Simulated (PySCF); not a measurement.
# `InChI=1S/C5H5O2P/c1-3-5-8(6,7)4-2/h1-2H,5H2,(H,6,7)`

Geometry:
| atom | x (Å) | y (Å) | z (Å) |
| --- | --- | --- | --- |
| C1 | 2.066 | 1.277 | 0.133 |
| C2 | 1.474 | 0.408 | -0.441 |
| C3 | 0.704 | -0.653 | -1.035 |
| P4 | -0.701 | -1.106 | 0.077 |
| O5 | -1.477 | -2.270 | -0.326 |
| O6 | -0.042 | -1.318 | 1.520 |
| C7 | -1.615 | 0.417 | 0.228 |
| C8 | -2.286 | 1.410 | 0.272 |
| H9 | 2.611 | 2.048 | 0.588 |
| H10 | 1.310 | -1.554 | -1.173 |
| H11 | 0.298 | -0.350 | -2.001 |
| H12 | 0.519 | -0.595 | 1.810 |
| H13 | -2.864 | 2.287 | 0.329 |

Level of theory: GIAO OLYP/6-31G* magnetisability, rotational g tensor and spin-rotation constants, non-relativistic, gas phase (PySCF 2.14.0). Geometry: GFN2-xTB.

(1) Give the nuclear spin-rotation constants along the inertial axes (H = +C I·J) beside the isotropic shieldings.

## Answers

(1) Rotational constants 2.2521, 1.5650, 1.1946 GHz. A star marks the isotopologue with that one atom substituted, in its own axes.
```
atom  isotope  Caa (kHz)  Cbb (kHz)  Ccc (kHz)  mean (kHz)  σ (ppm)
  P4      31P      2.666      2.442      1.816       2.308    382.9
  H9       1H     -0.080     -0.162     -0.113      -0.118     31.2
 H10       1H     -0.271      0.057     -0.141      -0.118     30.0
 H11       1H     -0.270     -0.167      0.031      -0.136     30.0
 H12       1H     -0.047     -0.174     -0.106      -0.109     28.9
 H13       1H     -0.278      0.034     -0.147      -0.130     30.5
  C1     13C*      0.307      0.374      0.267       0.316    129.4
  C2     13C*      0.296      0.404      0.276       0.325    125.5
  C3     13C*      0.299      0.237      0.183       0.240    165.6
  O5     17O*     -0.463     -0.232     -0.168      -0.287    195.8
  O6     17O*     -0.313     -0.184     -0.143      -0.213    242.6
  C7     13C*      0.710      0.003      0.375       0.363    123.7
  C8     13C*      0.648      0.101      0.353       0.367    117.7
```
For the geometry as given, no vibrational averaging.
